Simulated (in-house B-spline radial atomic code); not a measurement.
# Removing one electron from Tl XLVI (Tl45+)

Closed shell [Ar] 3d10 4s2 4p6. Computed with a B-spline radial code for spherical atoms: Koopmans values of Dirac-Hartree-Fock plus a diagonal self-energy, in second order or with its direct term screened (direct RPA, with the hole-particle interaction, or full time-dependent Hartree-Fock), linearised in energy; no-pair Dirac-Coulomb Hamiltonian, finite nucleus. Shifts add to the Koopmans value (the ΔSCF shift is orbital relaxation alone); the final value takes TDHF screening with Breit and QED.

Command:
```bash
python run_mb.py task.json out
```
Settings (nuclear radius in fm, box in bohr, cutoff in hartree):
```
basis_form          2
Z                   81
core_configuration  [Ar] 3d10 4s2 4p6
rms_radius          5.4759
mass_number         205
speed_of_light      137.036
box_radius          2.722
lmax                7
intervals           56
virtual_cutoff      26244.0
```

Time taken, with all properties: 25 s on 1 thread of Arm Neoverse V1 (shared host).

Energies in eV:

```
subshell  Koopmans  ΔSCF shift  second order  direct RPA  hole-particle  TDHF  Breit + QED  final
   4p3/2   2450.22      -0.663             ?           ?              ?     ?            ?      ?
```

Task: What does the self-energy do to 4p3/2?

Result: It shifts the removal energy by 1.667 eV in second order, 1.358 with direct RPA, 1.418 with the hole-particle term and 1.484 with TDHF screening (quasi-particle weight 0.994); Breit and QED add -2.417 eV. The final value is 2449.29 eV, against 2447 ± 4 eV (NIST, tabulated theory).
